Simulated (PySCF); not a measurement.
Cl2Te, charge -1, doublet, geometry from GFN2-xTB (a state made from the parent by changing its charge; the spin is typed, not shown lowest) (core potentials on Te); BHANDHLYP/def2-TZVP (PySCF).

The PySCF input:
```python
from pyscf import gto, scf, dft

mol = gto.Mole()
mol.atom = '''
    Te   -0.00248112    0.00245025    0.12822818
    Cl    1.61679764    1.97015479   -0.20262164
    Cl   -1.60920833   -1.97764968   -0.18960572
'''
mol.basis = 'def2-tzvp'
mol.ecp = {'Te': 'def2-tzvp'}
mol.charge = -1
mol.spin = 1
mol.verbose = 4
mol.build()

mf = dft.UKS(mol)
mf.xc = 'bhandhlyp'
mf.grids.atom_grid = (99, 590)
mf.grids.prune = None
mf.kernel()
```

### Question
Write the output that PySCF gives for this input, abridged.

### Answer

```
PySCF version 2.14.0

[INPUT] verbose = 4
[INPUT] num. atoms = 3
[INPUT] num. electrons = 59
[INPUT] charge = -1
[INPUT] spin (= nelec alpha-beta = 2S) = 1
[INPUT] symmetry False subgroup None
[INPUT] Mole.unit = angstrom
[INPUT] Symbol           X                Y                Z      unit          X                Y                Z       unit  Magmom
[INPUT]  1 Te    -0.002481120000   0.002450250000   0.128228180000 AA   -0.004688637282   0.004630301437   0.242316141651 Bohr   0.0
[INPUT]  2 Cl     1.616797640000   1.970154790000  -0.202621640000 AA    3.055304738443   3.723052976100  -0.382899406510 Bohr   0.0
[INPUT]  3 Cl    -1.609208330000  -1.977649680000  -0.189605720000 AA   -3.040963021069  -3.737216265534  -0.358302882451 Bohr   0.0

nuclear repulsion = 198.03500037367
number of shells = 42
number of NR pGTOs = 218
number of NR cGTOs = 124
basis = def2-tzvp
ecp = {'Te': 'def2-tzvp'}

******** <class 'pyscf.dft.uks.UKS'> ********
method = UKS
initial guess = minao
damping factor = 0
level_shift factor = 0
DIIS = <class 'pyscf.scf.diis.CDIIS'>
diis_start_cycle = 1
diis_space = 8
diis_damp = 0
SCF conv_tol = 1e-09
SCF conv_tol_grad = None
SCF max_cycles = 50
direct_scf = True
direct_scf_tol = 1e-13
number electrons alpha = 30  beta = 29
XC library pyscf.dft.libxc version 7.1.2
    S. Lehtola, C. Steigemann, M. J. T. Oliveira, and M. A. L. Marques,  SoftwareX 7, 1–5 (2018)
XC functionals = bhandhlyp
    A. D. Becke,  J. Chem. Phys. 98, 1372 (1993)
    Defined through Gaussian implementation.
radial grids:
    Treutler-Ahlrichs [JCP 102, 346 (1995); DOI:10.1063/1.469408] (M4) radial grids

becke partition: Becke, JCP 88, 2547 (1988); DOI:10.1063/1.454033
pruning grids: None
grids dens level: 3
symmetrized grids: False
atomic radii adjust function: <function treutler_atomic_radii_adjust>
User specified grid scheme (99, 590)
small_rho_cutoff = 0
Set gradient conv threshold to 3.16228e-05
tot grids = 175232
init E= -1146.31305973841

cycle= 1 E= -1186.39519783327  delta_E= -40.1  |g|=  2.2  |ddm|= 19.5

cycle= 2 E= -1186.26760549463  delta_E= 0.128  |g|= 2.33  |ddm|= 6.95
cycle= 3 E= -1188.49511381552  delta_E= -2.23  |g|= 0.158  |ddm|= 3.96
cycle= 4 E= -1188.51035272896  delta_E= -0.0152  |g|= 0.0512  |ddm|= 0.366
cycle= 5 E= -1188.51163303054  delta_E= -0.00128  |g|= 0.015  |ddm|= 0.0616
cycle= 6 E= -1188.51179998422  delta_E= -0.000167  |g|= 0.00422  |ddm|= 0.024
cycle= 7 E= -1188.51181702962  delta_E= -1.7e-05  |g|= 0.00131  |ddm|= 0.0088
cycle= 8 E= -1188.51181819073  delta_E= -1.16e-06  |g|= 0.000511  |ddm|= 0.00173
cycle= 9 E= -1188.51181844425  delta_E= -2.54e-07  |g|= 0.000119  |ddm|= 0.000761
cycle= 10 E= -1188.5118184801  delta_E= -3.58e-08  |g|= 2.88e-05  |ddm|= 0.00038
cycle= 11 E= -1188.51181848197  delta_E= -1.87e-09  |g|= 1.25e-05  |ddm|= 9.29e-05
cycle= 12 E= -1188.51181848204  delta_E= -7.59e-11  |g|= 8.44e-06  |ddm|= 2.03e-05
Extra cycle  E= -1188.51181848206  delta_E= -1.21e-11  |g|= 7.93e-06  |ddm|= 2.09e-05
converged SCF energy = -1188.51181848206  <S^2> = 0.7547925  2S+1 = 2.0047868
```
